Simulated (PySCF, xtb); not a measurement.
H2Zr, SMILES [ZrH2], multiplicity 1.

GFN2-xTB (xtb 6.7.1) at its own geometry gives an orbital gap of 0.22 eV and a dipole moment of 0.00 D.

Geometry: PBE0-D3(BJ)/def2-TZVPD. A frequency run showed that this geometry is not a minimum. The multiplicity is an assumed one; other spin states were not compared. The def2 effective core potentials stand for the cores of Zr; spin–orbit coupling is left out.

Task: What does ωB97X/def2-TZVPD (PySCF) give? (Estimate from the structure and the level; the computed values follow.)

Result: gap 6.53 eV (levels -7.99 and -1.46 eV), dipole 0.00 D.
